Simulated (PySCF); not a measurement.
Isomers of C9H13P, mass 152.075 u with the commonest isotopes. Theory: PBE0/pcSseg-1 in PySCF (dipole) on a GFN2-xTB geometry, gas phase. One conformer each, none proved a minimum here; rigid rotors.

Question: Order these by radius of gyration √(Σ m r²/M), smallest first.
A. `[CH2:1]=[CH:2][c:3]1[cH:4][p:5]([CH2:6][CH3:7])[cH:8][c:9]1[CH3:10]` with C1–C2–C3–C4 23°, C4–P5–C6–C7 -78°
B. `[CH3:1][CH2:2][c:3]1[cH:4][cH:5][c:6]([CH3:7])[p:8][c:9]1[CH3:10]` with C1–C2–C3–C4 -85°
C. `[CH:1]#[C:2][P:3]([C:4]#[C:5][CH3:6])[CH2:7][CH2:8][CH2:9][CH3:10]` with C2–P3–C7–C8 -171°, P3–C7–C8–C9 -177°, C7–C8–C9–C10 -179°
D. `[CH2:1]=[P:2]([CH3:3])([CH3:4])[c:5]1[cH:6][cH:7][cH:8][cH:9][cH:10]1` with C1–P2–C5–C6 -39°

Answer: D (2.294 Å), B (2.339 Å), A (2.413 Å), C (2.795 Å).

Question: Order these by rotational constant A, smallest first.
A. `[CH3:1][CH2:2][c:3]1[cH:4][cH:5][c:6]([CH3:7])[p:8][c:9]1[CH3:10]` with C1–C2–C3–C4 -85°
B. `[CH:1]#[C:2][P:3]([C:4]#[C:5][CH3:6])[CH2:7][CH2:8][CH2:9][CH3:10]` with C2–P3–C7–C8 -171°, P3–C7–C8–C9 -177°, C7–C8–C9–C10 -179°
C. `[CH2:1]=[CH:2][c:3]1[cH:4][p:5]([CH2:6][CH3:7])[cH:8][c:9]1[CH3:10]` with C1–C2–C3–C4 23°, C4–P5–C6–C7 -78°
D. `[CH2:1]=[P:2]([CH3:3])([CH3:4])[c:5]1[cH:6][cH:7][cH:8][cH:9][cH:10]1` with C1–P2–C5–C6 -39°

Answer: B (1186 MHz), C (1752 MHz), A (2023 MHz), D (2159 MHz).

Question: Order these by out-of-plane moment Σ m c² = (Ia + Ib − Ic)/2, largest first.
A. `[CH2:1]=[CH:2][c:3]1[cH:4][p:5]([CH2:6][CH3:7])[cH:8][c:9]1[CH3:10]` with C1–C2–C3–C4 23°, C4–P5–C6–C7 -78°
B. `[CH:1]#[C:2][P:3]([C:4]#[C:5][CH3:6])[CH2:7][CH2:8][CH2:9][CH3:10]` with C2–P3–C7–C8 -171°, P3–C7–C8–C9 -177°, C7–C8–C9–C10 -179°
C. `[CH2:1]=[P:2]([CH3:3])([CH3:4])[c:5]1[cH:6][cH:7][cH:8][cH:9][cH:10]1` with C1–P2–C5–C6 -39°
D. `[CH3:1][CH2:2][c:3]1[cH:4][cH:5][c:6]([CH3:7])[p:8][c:9]1[CH3:10]` with C1–C2–C3–C4 -85°

Answer: C (65.25 u·Å²), B (50.79 u·Å²), A (43.95 u·Å²), D (26.40 u·Å²).

```tsv
SMILES	point group	Ia (u·Å²)	Ib (u·Å²)	Ic (u·Å²)	κ	μa (D)	μb (D)	μc (D)
CCc1ccc(C)pc1C	C1	249.78	608.81	805.79	-0.71	1.12	1.29	0.20
C=Cc1cp(CC)cc1C	C1	288.43	641.31	841.84	-0.67	0.19	0.15	1.28
C#CP(C#CC)CCCC	C1	426.04	812.77	1137.25	-0.52	0.42	1.28	1.34
C=P(C)(C)c1ccccc1	C1	234.13	631.53	735.16	-0.85	0.72	2.61	1.49
```
